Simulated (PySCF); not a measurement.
C4H13GeNO.
Numbering: `[CH3:1][O:2][CH2:3][GeH2:4][N:5]([CH3:6])[CH3:7]` (hydrogens: H8, H9, H10 on C1; H11, H12 on C3; H13, H14 on Ge4; H15, H16, H17 on C6; H18, H19, H20 on C7)

Computed with PBE0-D3(BJ)/def2-SVP geometry optimisation, gas phase (PySCF).

List the bond lengths, angles and torsions at this level.

```
                   bond  length (pm)   order
                  C1–O2        139.5  single
                  O2–C3        140.1  single
                 C3–Ge4        196.3  single
                 Ge4–N5        183.7  single
           N5–C6, N5–C7        144.0  single
   C1–H8, C1–H9, C1–H10        110.5  single
         C3–H11, C3–H12        111.0  single
                Ge4–H13        154.2  single
                Ge4–H14        155.1  single
C6–H15 and 3 like bonds        110.4  single
         C6–H17, C7–H18        111.2  single
```

Bonds in one row agree within 1 pm and their mean is given. Orders are formal, as drawn. A selection of angles:
```
      angle  degrees
   O2–C1–H8    111.7
  O2–C1–H10    108.0
   H8–C1–H9    107.9
  H8–C1–H10    108.6
   C1–O2–C3    113.4
  O2–C3–Ge4    109.4
  O2–C3–H11    111.3
 Ge4–C3–H11    109.2
 H11–C3–H12    106.8
  C3–Ge4–N5    107.9
 C3–Ge4–H13    110.1
 N5–Ge4–H13    106.2
 N5–Ge4–H14    113.8
H13–Ge4–H14    109.7
  Ge4–N5–C6    118.3
  Ge4–N5–C7    119.5
   C6–N5–C7    113.8
  N5–C6–H15    110.6
  N5–C6–H17    113.2
 H15–C6–H16    107.9
  N5–C7–H20    110.4
```

Torsions: C1–O2–C3–Ge4 180° (antiperiplanar); O2–C3–Ge4–N5 -73° (synclinal); C3–Ge4–N5–C6 53° (synclinal). The mirror-image conformer, all signs reversed, is as good.

Of the pairs four or more bonds apart, O2···H15 is among the closest relative to their van der Waals radii: 2.44 Å, 90 % of the sum of Bondi's values. Ge4 (germanium bonded to C, N and 2 H) is distorted tetrahedral (angles from 106.2° to 113.8°). N5 (nitrogen bonded to 2 C and Ge) has angles 119.5°, 118.3° and 113.8°, sum 351.6°, 0.26 Å off the plane of its three neighbours.

Point group: C1 (no symmetry element, even within 0.4 Å). No frequency check. One conformer, not necessarily the lowest.
